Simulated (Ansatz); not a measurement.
H$_{5}$NO$_{3}$Si, SMILES `N[Si](O)(O)O` at its PBE0-D4/def2-TZVP geometry, where that method's forces vanish. Charge 0, multiplicity 1.

```json
{"atom": "N1", "x (Å)": "0.8201", "y (Å)": "-0.3377", "z (Å)": "-1.2217"}
{"atom": "Si2", "x (Å)": "-0.1263", "y (Å)": "0.0896", "z (Å)": "0.1207"}
{"atom": "O3", "x (Å)": "-0.4634", "y (Å)": "1.6680", "z (Å)": "-0.1363"}
{"atom": "O4", "x (Å)": "-1.5560", "y (Å)": "-0.6815", "z (Å)": "0.3492"}
{"atom": "O5", "x (Å)": "0.7095", "y (Å)": "-0.2529", "z (Å)": "1.4916"}
{"atom": "H6", "x (Å)": "0.6312", "y (Å)": "0.0813", "z (Å)": "-2.1169"}
{"atom": "H7", "x (Å)": "1.2063", "y (Å)": "-1.2617", "z (Å)": "-1.3151"}
{"atom": "H8", "x (Å)": "-1.2739", "y (Å)": "1.9848", "z (Å)": "0.2642"}
{"atom": "H9", "x (Å)": "-1.5709", "y (Å)": "-1.3246", "z (Å)": "1.0590"}
{"atom": "H10", "x (Å)": "1.6235", "y (Å)": "0.0347", "z (Å)": "1.5052"}
```

**Question.** For each bond, give half the difference of the two atoms' forces along it (eV/Å; positive pushes the atoms apart) under PBE-D4, r2SCAN-D4, B3LYP-D4, ωB97M-V in def2-TZVPP. (Estimate.)

**Answer.** Computed: 
| bond | length (Å) | PBE-D4 | r2SCAN-D4 | B3LYP-D4 | ωB97M-V |
| --- | --- | --- | --- | --- | --- |
| N1–Si2 | 1.697 | -0.03 | -0.01 | 0.02 | 0.01 |
| N1–H6 | 1.006 | 0.17 | 0.01 | -0.02 | -0.03 |
| N1–H7 | 1.006 | 0.18 | 0.02 | -0.03 | -0.03 |
| Si2–O3 | 1.634 | 0.22 | 0.03 | 0.07 | 0.06 |
| Si2–O4 | 1.640 | 0.22 | 0.03 | 0.08 | 0.07 |
| Si2–O5 | 1.642 | 0.20 | 0.03 | 0.08 | 0.07 |
| O3–H8 | 0.958 | 0.32 | 0.01 | -0.03 | -0.06 |
| O4–H9 | 0.958 | 0.32 | 0.00 | -0.02 | -0.06 |
| O5–H10 | 0.958 | 0.32 | 0.01 | -0.03 | -0.07 |

B3LYP here is the variant with VWN-RPA as its local correlation; programs differ in this.
